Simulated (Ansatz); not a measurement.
A nudged elastic band was laid between two geometries of CH₇NOSi₂ (12 atoms, charge 0, multiplicity 1).

Method: Ansatz, RKS B3LYP/def2-mTZVP.

```yaml
movable_images: 7
climbing_image: yes
spring: 5.0 eV/Å²
optimiser: quadratic models (default)
start_path: IDPP
force_threshold: 0.05 eV/Å
iteration_limit: 60
end_points: relaxed
```

Image 0:

```xyz
12
Properties=species:S:1:pos:R:3
Si -0.510 -1.253 1.860
N -0.220 0.072 0.757
Si 0.434 0.073 -0.828
C 0.231 1.417 -2.028
O 1.535 1.238 -1.265
H -0.065 -2.492 1.186
H 0.242 -1.072 3.126
H -1.949 -1.368 2.202
H -0.439 0.995 1.121
H 0.702 -1.318 -1.225
H -0.253 2.358 -1.774
H 0.368 1.295 -3.099
```

Image 8:

```xyz
12
Properties=species:S:1:pos:R:3
Si -0.512 -0.608 1.814
N -0.599 -0.999 0.110
Si 0.148 -0.232 -1.229
C 0.669 1.503 -1.288
O 1.681 0.387 -1.073
H 0.468 -1.449 2.543
H -0.121 0.813 1.935
H -1.845 -0.825 2.427
H -1.108 -1.845 -0.122
H -0.168 -1.006 -2.444
H 0.612 2.161 -0.425
H 0.851 2.043 -2.214
```

Q: What changes between the two ends?

A: No bond is made or broken. The dihedral H9–N2–Si3–C4 goes from -22 to 160°.

Q: What energy profile does the band end with?

A: The run converged. The highest image is number 4 of 0 to 8, 0.169 eV above the first end and 0.164 eV above the last; the last end lies 0.005 eV above the first. A vibrational analysis at the climbing image gives one clearly imaginary mode, 124i cm⁻¹: a first-order saddle point.

```tsv
image	path coordinate (Å)	energy (eV)	dihedral H9–N2–Si3–C4 (°)
0	0.00	0.000	-22
1	0.89	0.015	-6
2	1.79	0.062	12
3	2.68	0.129	36
4	3.58	0.169	70
5	4.40	0.127	104
6	5.23	0.057	129
7	6.05	0.016	148
8	6.88	0.005	160
```

Q: What is the geometry of the highest image?

A: 
```xyz
12
Properties=species:S:1:pos:R:3
Si -0.498 -1.009 1.817
N -0.929 -0.253 0.300
Si 0.055 -0.077 -1.100
C 0.873 1.481 -1.552
O 1.645 0.376 -0.886
H 0.583 -1.980 1.536
H -0.036 -0.043 2.844
H -1.686 -1.703 2.371
H -1.818 0.236 0.283
H -0.151 -1.138 -2.101
H 0.802 2.365 -0.924
H 1.237 1.689 -2.554
```

Q: What are the harmonic wavenumbers there?

A: 124i, 79, 129, 178, 298, 345, 543, 628, 708, 717, 737, 775, 795, 873, 941, 944, 979, 997, 1040, 1109, 1140, 1234, 1482, 2218, 2231, 2251, 2270, 3081, 3156, 3550 cm⁻¹.

The band took 12 iterations and about 11 core-minutes.

Time of the run: 5.7 min on 2 threads of Arm Neoverse V1, with other jobs on the host, peak memory 0.3 GiB.
